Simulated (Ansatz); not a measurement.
The same path of CH₄AlClO (8 atoms, charge 0, multiplicity 1) was run 3 times with different band settings. The coordinate that changes most is the dihedral H5–O1–C2–H6.

Method: RKS PBE-D4/def2-SVP in Ansatz.

Relaxed end points:

```xyz
8
Properties=species:S:1:pos:R:3
O 0.193 1.519 -0.611
C 0.368 0.627 0.494
Al -0.036 -1.244 -0.042
Cl -1.505 -1.294 -1.590
H -0.685 1.330 -0.996
H -0.214 0.942 1.401
H 1.433 0.700 0.808
H 0.537 -2.638 0.480
```

```xyz
8
Properties=species:S:1:pos:R:3
O -0.397 1.463 -0.514
C 0.192 0.531 0.378
Al -0.028 -1.332 -0.247
Cl -1.022 -1.781 -2.063
H -0.252 2.357 -0.154
H -0.236 0.574 1.417
H 1.295 0.691 0.529
H 0.540 -2.560 0.598
```

Common settings: spring 5.0 eV/Å²; start path IDPP; force threshold 0.05 eV/Å; iteration limit 60; end points relaxed.

| run | movable images | climbing image | optimiser | largest step |
| --- | --- | --- | --- | --- |
| 1 | 5 | yes | quadratic models (default) | default |
| 2 | 3 | no | quadratic models (default) | default |
| 3 | 5 | yes | lbfgs | 0.02 Å |

Question: What does each run give, and how far can it be trusted?

Answer: Run 1: converged after 6 iterations, highest image 0.097 eV above the first end. A vibrational analysis at the climbing image gives one clearly imaginary mode, 321i cm⁻¹: a first-order saddle point.
Run 2: converged after 6 iterations, highest image 0.095 eV above the first end. No image climbed, so the highest image needn't sit at the top of the path. So few images can step over the top or miss a turn of the path.
Run 3: converged after 32 iterations, highest image 0.095 eV above the first end. Another band between the same ends (5 images) ends at a top of the same energy, where a vibrational analysis finds 1 clearly imaginary mode.
